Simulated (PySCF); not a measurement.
**Two-component Hartree-Fock for Eu³⁺ (europium, charge +3)**

Start: [Xe] 4f6; 4f5/2 filled at m_j = -5/2, -3/2, -1/2, +1/2, +3/2, +5/2. Calculated with PySCF 2.14 in x2c-SVPall-2c: generalised Hartree-Fock with the X2C-1e Hamiltonian and a Gaussian nucleus; one run each with spin-orbit coupling (SO) switched off, then screened by Boettger's factors.

```
spinor shell  electrons  ε, spin-free (eV)  ε, screened SO (eV)  weight of nominal j (screened SO)  rms radius, screened SO (bohr)
       1s1/2          2           -48789.5             -48780.9                              1.000                          0.0254
       2s1/2          2            -8157.6              -8155.0                              1.000                           0.103
       2p1/2          2            -7266.4              -7722.7                              1.000                          0.0881
       2p3/2          4            -7266.4              -7069.8                              1.000                          0.0944
       3s1/2          2            -1870.6              -1869.7                              1.000                           0.266
       3p1/2          2            -1587.4              -1682.5                              1.000                           0.257
       3p3/2          4            -1587.4              -1545.8                              1.000                           0.270
       3d3/2          4            -1207.5              -1225.2                              0.995                           0.243
       3d5/2          6            -1207.5              -1194.9                              0.996                           0.246
       4s1/2          2            -419.75              -419.49                              1.000                           0.601
       4p1/2          2            -323.75              -346.57                              0.971                           0.619
       4p3/2          4            -323.75              -313.59                              0.985                           0.647
       4d3/2          4            -186.54              -193.05                              0.705                           0.701
       4d5/2          6            -186.54              -181.96                              0.803                           0.706
       5s1/2          2            -83.546              -83.498                              1.000                            1.46
       5p1/2          2            -57.017              -60.717                              0.932                            1.61
       5p3/2          4            -57.017              -55.364                              0.966                            1.71
       4f5/2          6            -46.549              -46.492                              0.565                           0.940
```

```
   quantity     spin-free   screened SO
E (hartree)  -10834.98290  -10841.56210
        M_J             0             0
       ⟨J²⟩         6.012         5.420
       ⟨L²⟩        12.007        11.872
       ⟨S²⟩        12.005        11.861
```

The determinant has a definite M_J but mixes levels of different J.

Each row is a mean over spinors that exchange with the open shell spreads, by up to 17.216 eV (4d5/2).

Rows whose weight is well below 1 are mixtures of j = l ± 1/2: exchange outweighs spin-orbit coupling there, and the label is only the starting occupation.

Breit and QED terms are absent; they matter most for the inner s and p1/2 levels.

Densities and radii are taken from the X2C orbitals without a picture-change correction, which distorts them close to the nucleus.

Without spin-orbit coupling the j labels of p, d and f shells carry no meaning; the spin-free column gives the mean over the occupied spinors of each nl shell.
